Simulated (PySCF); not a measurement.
Species: benzocyclobutene, C8H8.
Bonds: C1–C2 (aromatic), C2–C3 (aromatic), C3–C4 (aromatic), C4–C5 (aromatic), C5–C6 (aromatic), C5–C7, C7–C8, C1–C6 (aromatic), C4–C8. Hydrogens: H9 on C1; H10 on C2; H11 on C3; H12 on C6; H13, H14 on C7; H15, H16 on C8.

The closed-shell ground state was solved at several levels (PySCF, density fitting, gas phase, non-relativistic). Isolated species at its PBE0-D3(BJ)/def2-SVP geometry, gas phase.

```csv
level,basis functions,HOMO (eV),LUMO (eV),gap (eV),dipole (D)
PBE0/pcSseg-1,176,-6.86,-0.29,6.57,0.51
B3LYP/def2-SVPD,224,-6.64,-0.52,6.12,0.51
KT2/pcSseg-1,176,-5.89,-1.14,4.75,0.50
```

(1) What might B3LYP/pcJ-1 (296 basis functions) give for the same quantities?

(2) Over all these levels, which gives the widest orbital gap and which the narrowest?

(3) How far do the dipole and the HOMO energy spread over the levels?

## Answers

(1) HOMO -6.62 eV, LUMO -0.45 eV, gap 6.17 eV, dipole 0.49 D.

(2) PBE0/pcSseg-1 (global hybrid, 25 % exact exchange) has the widest, 6.57 eV, and KT2/pcSseg-1 (GGA) the narrowest, 4.75 eV. The two share the basis. From the narrowest to the widest the HOMO moves by -0.97 eV and the LUMO by +0.85 eV.

(3) The dipole runs from 0.49 to 0.51 D (mean 0.50 D) and the HOMO from -6.86 to -5.89 eV.
